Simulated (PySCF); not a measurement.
Input of a run (PBE0-D3(BJ)/def2-SVP geometry optimisation, gas phase, def2 core potentials past Kr (PySCF 2.14.0)), started from GFN2-xTB:
```
{"job": {"xc": "PBE0", "basis": "def2-SVP", "d3": "d3bj", "grid": 1, "maxiter": 40, "kind": "geom"}, "charge": -1, "multiplicity": 6}
Fe     0.000000    -0.000200     0.000530
I      0.010190    -0.016180     2.529070
I      2.381860     0.010530    -0.852860
I     -1.200040     2.068170    -0.824890
I     -1.192020    -2.062320    -0.851850
```

Output (energies in Eh, forces in Eh/bohr):
```
step   0  E = -2454.50377197  max force = 0.007273
step   1  E = -2454.50476416  max force = 0.000927
step   2  E = -2454.50478998  max force = 0.000145
step   3  E = -2454.50479031  max force = 0.000098
optimisation converged
```

Summarise the run.

The energy falls by 0.64 kcal/mol over 4 energy and gradient evaluations, the largest force component goes from 0.0073 to 9.8e-05 Eh/bohr, and the atoms move by 0.035 Å rms after alignment. The bond that changes most is Fe1–I3 (ends: iron bonded to 4 I; iodine bonded to Fe), which lengthens by 0.041 Å. Bonds longer at the end by more than 0.005 Å: 4 of 4; shorter: 0. The energy never rose by more than 1e-6 Eh on the way. The first step brought 97 % of the lowering.

What are the final bond lengths?

Fe1–I2 2.567 Å, Fe1–I3 2.571 Å, Fe1–I4 2.568 Å, Fe1–I5 2.568 Å. Numbering counts from 1 in the input's order; the species is [FeI4]-, `[I][Fe-]([I])([I])[I]` [sextet].

The run used 135 basis functions and 44 SCF cycles in all.

No PBE0-D3(BJ)/def2-SVP frequencies stand behind this structure, so it isn't proved a minimum. ⟨S²⟩ = 8.762 (exact for a sextet: 8.75).

For an open-shell metal species like this, the optimisation's SCF solution wasn't tested for stability and no frequencies at its level were run, so a lower state or another shape may exist.
